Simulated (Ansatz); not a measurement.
Wavefunction ladder for FH7OSi3 (`O[SiH](F)[SiH2][SiH3]`)

Z-matrix (Å, degrees):
```
Si
F 1 1.604
Si 1 2.346 2 106.4
O 1 1.636 2 110.1 3 -123.1
H 1 1.480 2 107.3 3 122.8
Si 3 2.339 1 110.9 2 49.1
H 3 1.490 1 108.8 2 170.7
H 3 1.492 1 108.8 2 -71.9
H 4 0.958 1 118.6 2 72.9
H 6 1.488 3 109.5 1 56.6
H 6 1.486 3 109.7 1 -62.9
H 6 1.487 3 110.8 1 176.5
```

Total charge 0; spin multiplicity 1. All single points use the PBE0-D4/def2-TZVP geometry. It is one conformer, not always the lowest. Frozen core, restricted reference, Ansatz 0.2.0. CBS rows extrapolate triple and quadruple zeta; past MP2 they add the triple-zeta difference.

```csv
basis,HF (Eh),MP2 corr.
def2-SVP,-1044.85662,-0.66812
def2-TZVPP,-1045.40426,-0.86163
def2-QZVPP,-1045.44012,-0.93439
```

Problem. Estimate the CCSD correlation energy and the (T) correction in each basis where they were run (hartree).

Solution. 
```
     basis  CCSD corr.       (T)
  def2-SVP    -0.72999  -0.01581
def2-TZVPP    -0.91891  -0.03052
 CBS(def2)    -1.04556     as TZ
```
